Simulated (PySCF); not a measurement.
# Molecular orbitals of BaSr

PBE0 at R = 4.840 Å; PySCF, spin-free X2C with a Gaussian nucleus, basis sets Ba x2c-TZVPall, Sr x2c-TZVPall. State: ¹Σ⁺ (singlet), closed shell. Only the outer orbitals are listed, counted within each symmetry.

| orbital | occ. | ε (eV) | on Ba (%) | main shells (%) |
| --- | --- | --- | --- | --- |
| 9π | 2 | -24.80 | 0 | 100 Sr p |
| 9π | 2 | -24.80 | 0 | 100 Sr p |
| 18σ | 2 | -24.76 | 0 | 100 Sr p |
| 10π | 2 | -20.34 | 100 | 100 Ba p |
| 10π | 2 | -20.34 | 100 | 100 Ba p |
| 19σ | 2 | -20.30 | 100 | 100 Ba p |
| 20σ | 2 | -4.48 | 35 | 62 Sr s, 30 Ba s |
| 21σ | 2 | -3.37 | 65 | 62 Ba s, 29 Sr s |
| 22σ | 0 | -1.49 | 60 | 45 Ba d, 28 Sr p, 9 Ba p |
| 11π | 0 | -1.46 | 64 | 52 Ba d, 26 Sr p, 12 Ba p |
| 11π | 0 | -1.46 | 64 | 52 Ba d, 26 Sr p, 12 Ba p |

Question: Which are the highest filled and the lowest empty level, where do they sit, and how wide is the gap?

Answer: Highest filled 21σ at -3.37 eV (in %: 62 Ba s, 29 Sr s); lowest empty 22σ at -1.49 eV (in %: 45 Ba d, 28 Sr p, 9 Ba p); the gap at PBE0 is 1.88 eV.

| Item | Value |
| --- | --- |
| bond order (Mayer) | 0.56 |
| ⟨S²⟩ | 0.000 |
| charge on Ba (Mulliken, basis-dependent) | -0.01 |
| charge on Ba (Löwdin, basis-dependent) | -0.01 |
| dipole moment (positive dipole means Ba(−)Sr(+)) | -0.01 D |
| polarisability along the bond | 831.0 bohr³ |
| polarisability across the bond | 400.2 bohr³ |

Closed-shell solutions of metal pairs were not tested for spin polarisation, which can lower them a little. Spin–orbit coupling is left out.
